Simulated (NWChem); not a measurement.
CH$_{7}$As$_{2}$Ga; SMILES [CH3][Ga]([AsH2])[AsH2]

```xyz
11

Ga    -0.6200     0.0139    -0.0113
As     0.6086     2.1120     0.0500
H      1.6443     1.5668     1.0254
H     -0.2749     2.6704     1.1609
As     0.6180    -2.0802    -0.0141
H      1.7114    -1.5219    -0.9163
H     -0.1902    -2.6291    -1.1854
C     -2.5939     0.0032    -0.0221
H     -2.9905    -0.8155    -0.6410
H     -3.0070     0.9585    -0.3779
H     -2.9508    -0.1549     1.0097
```
Atoms are numbered in this order, from 1.

Results from NWChem. Pople sets run with spherical d functions. Geometry: optimised at PBE0/def2-SVP. B3LYP is NWChem's, with the RPA form of VWN correlation. Vzz is the largest principal value of the second derivative of the potential at the nucleus (NWChem prints the opposite sign); η is the asymmetry. Non-relativistic.

```json
[
 {"level": "Hartree-Fock/def2-TZVP", "Vzz Ga1 (a.u.)": "3.420", "η Ga1": "0.32", "Vzz As5 (a.u.)": "-2.163", "η As5": "0.73"},
 {"level": "Hartree-Fock/6-31G*", "Vzz Ga1 (a.u.)": "2.756", "η Ga1": "0.32", "Vzz As5 (a.u.)": "-1.806", "η As5": "0.73"},
 {"level": "B3LYP/6-31G*", "Vzz Ga1 (a.u.)": "___", "η Ga1": "0.34", "Vzz As5 (a.u.)": "___", "η As5": "0.76"},
 {"level": "B3LYP/def2-SVP", "Vzz Ga1 (a.u.)": "2.466", "η Ga1": "0.31", "Vzz As5 (a.u.)": "-1.650", "η As5": "0.85"}
]
```

Task: Complete the blanks.

Result: 
- B3LYP/6-31G*, Vzz Ga1 (a.u.): 2.395
- B3LYP/6-31G*, Vzz As5 (a.u.): -1.460
